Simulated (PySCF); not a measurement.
Compound: CH₂BF₃NP.
Cartesian coordinates in Å at the PBE0-D3(BJ)/def2-SVP level; atoms count from 1:
```
atom  x, y, z in Å
N1     2.584   -1.084    0.617
C2     1.758   -0.367    0.232
B3     0.642    0.588   -0.286
P4    -1.019   -0.182    0.066
F5    -1.457   -0.407    1.550
F6    -2.220    0.662   -0.469
F7    -1.338   -1.584   -0.546
H8     0.572    0.708   -1.497
H9     0.536    1.650    0.300
```

Computed with core-valence-separated Tamm–Dancoff BHandHLYP/aug-pcX-1 (pcseg-1 on H, def2-SVPD on P) in PySCF, non-relativistic, gas phase, PBE0-D3(BJ)/def2-SVP geometry. No shift to experiment was applied.

(1) What does the B 1s absorption edge look like?

(2) What does the N 1s absorption edge look like?

(3) What does the F 1s absorption edge look like?

Answers

(1) 
```json
{"E (eV)": "189.07", "f": "0.0049", "core hole on": "B3", "main final orbital": "LUMO (91 %)"}
{"E (eV)": "189.30", "f": "0.0420", "core hole on": "B3", "main final orbital": "spread"}
{"E (eV)": "189.41", "f": "0.0033", "core hole on": "B3", "main final orbital": "LUMO+2 (90 %)"}
{"E (eV)": "190.67", "f": "0.0191", "core hole on": "B3", "main final orbital": "LUMO+7 (48 %)"}
{"E (eV)": "190.73", "f": "0.0038", "core hole on": "B3", "main final orbital": "LUMO+1 (57 %)"}
{"E (eV)": "191.94", "f": "0.0060", "core hole on": "B3", "main final orbital": "LUMO+5 (41 %)"}
{"E (eV)": "192.00", "f": "0.0079", "core hole on": "B3", "main final orbital": "LUMO+7 (49 %)"}
```

The first line with a tenth or more of the strongest one's intensity is at 189.07 eV (f = 0.005), with the hole on B3 (four-coordinate boron). The strongest listed is at 189.30 eV (f = 0.042; B3).

(2) 
| E (eV) | f | core hole on | main final orbital | polarisation |
| --- | --- | --- | --- | --- |
| 396.77 | 0.0613 | N1 | spread | across the triple bond |
| 397.22 | 0.0622 | N1 | LUMO+7 (75 %) | across the triple bond |
| 400.43 | 0.0008 | N1 | LUMO (58 %) | – |
| 400.93 | 0.0000 | N1 | LUMO+2 (98 %) | – |
| 401.06 | 0.0014 | N1 | LUMO+1 (49 %) | mixed |
| 401.67 | 0.0009 | N1 | LUMO+6 (32 %) | – |
| 401.97 | 0.0011 | N1 | LUMO+4 (74 %) | across the triple bond |

The first line with a tenth or more of the strongest one's intensity is at 396.77 eV (f = 0.061), with the hole on N1 (cyano nitrogen), polarised across the triple bond: a 1s→π* resonance. The strongest listed is at 397.22 eV (f = 0.062; N1).

(3) 
```tsv
E (eV)	f	core hole on	main final orbital
685.92	0.0859	F5/F6/F7	LUMO/LUMO+2 (3 roots, f summed)
687.11	0.0270	F5/F7	LUMO (2 roots, f summed)
687.36	0.0139	F6	LUMO+2 (89 %)
688.32	0.0197	F6/F7	LUMO+1 (2 roots, f summed)
688.35	0.0112	F5	LUMO+2 (34 %)
689.24	0.0114	F6	spread
689.34	0.0220	F5/F7	spread (2 roots, f summed)
690.39	0.0016	F6	LUMO+4 (78 %)
```

The first line with a tenth or more of the strongest one's intensity is at 685.92 eV (f = 0.086, sum of 3), with the hole on F5/F6/F7 (phosphorus-bound fluorine). It is also the strongest listed.

Roots within 0.03 eV whose holes lie on the same, on equivalent or on shared atoms are summed into one line, and the highest roots are left out, as the search may have cut off their partners. Final orbitals are the ground state's empty Kohn–Sham orbitals. A dash: too weak, shared between unlike atoms, or no plane or axis to refer to.

Q: What length of transition dipole belongs to the line at 189.30 eV?

A: From f = (2/3) ΔE |μ|² in atomic units, with ΔE = 6.957 Eh and f = 0.0420: |μ| = 0.095 au = 0.24 D.

The ionisation thresholds weren't computed; near and above them a finite basis only mimics Rydberg series and continuum.
